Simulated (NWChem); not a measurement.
System: CH3O2 cation; SMILES O=C[OH2+]

```xyz
6

O     -0.2757     1.2351    -0.0725
C      0.4625     0.3609    -0.0140
O     -0.1677    -1.0858     0.0368
H      1.5542     0.2066    -0.0011
H      0.3223    -1.8936     0.2929
H     -1.1415    -1.1597     0.1267
```
Atoms are numbered in this order, from 1.

All runs: NWChem. Structure relaxed at the PBE0/def2-SVP level. Level: PBE/def2-SVP with COSMO at NWChem's default radii, gas-phase geometry; the question gives the dielectric constant. Reactions with the solvent are ignored.

Task: What does the run give for dielectric constant 78.4? Quantities: electrostatic solvation energy (kcal/mol).

Result: 
| Property | Result |
|---|---|
| electrostatic solvation energy (kcal/mol) | -79.0 |
